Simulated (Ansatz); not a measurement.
Stepwise reaction of `[SiH3][SiH2]N[SiH2][SiH3]` with hydrogen fluoride, as a gas-phase model of exchange steps in deposition or etching. ΔE in kJ/mol.

Computed with Ansatz on PBE0-D4/def2-TZVP structures; ΔE is electronic, products minus reactants. CBS: MP2 limit from def2 TZ/QZ plus the TZ coupled-cluster correction, frozen cores. This one scheme is used for every species. Functionals use def2-TZVPP. B3LYP here is the variant with VWN-RPA as its local correlation; programs differ in this. Each species was taken in one conformer, which may not be the lowest.

```tsv
step	reaction	PBE-D4	B3LYP-D4	ωB97M-V	CCSD(T)/CBS
2	`F[SiH2]N[SiH2][SiH3]` + H–F → `F[SiH2]N[SiH2]F` + SiH₄	-133.0	-156.6	-162.9	-154.5
```

(1) Give the row of step 1, `[SiH3][SiH2]N[SiH2][SiH3]` + H–F → `F[SiH2]N[SiH2][SiH3]` + SiH₄. (Estimate.)

(2) By hand: ΔE of the 2 steps together at CCSD(T)/CBS.

Results:

(1) Ansatz gave: 
```tsv
step	reaction	PBE-D4	B3LYP-D4	ωB97M-V	CCSD(T)/CBS
1	`[SiH3][SiH2]N[SiH2][SiH3]` + H–F → `F[SiH2]N[SiH2][SiH3]` + SiH₄	-136.0	-159.4	-164.9	-156.9
```

(2) (-156.9) + (-154.5) = -311.4 kJ/mol, or -155.7 kJ/mol a step.

In ΔE the steps differ by no more than 2.4 kJ/mol. All are downhill at CCSD(T)/CBS. PBE-D4 differs from CCSD(T)/CBS by 20.9 to 21.5 kJ/mol a step. Only this route is followed, and other bonds may react first. Isolated molecules leave out the surface, adducts and barriers. Largest T1 diagnostic: 0.013.
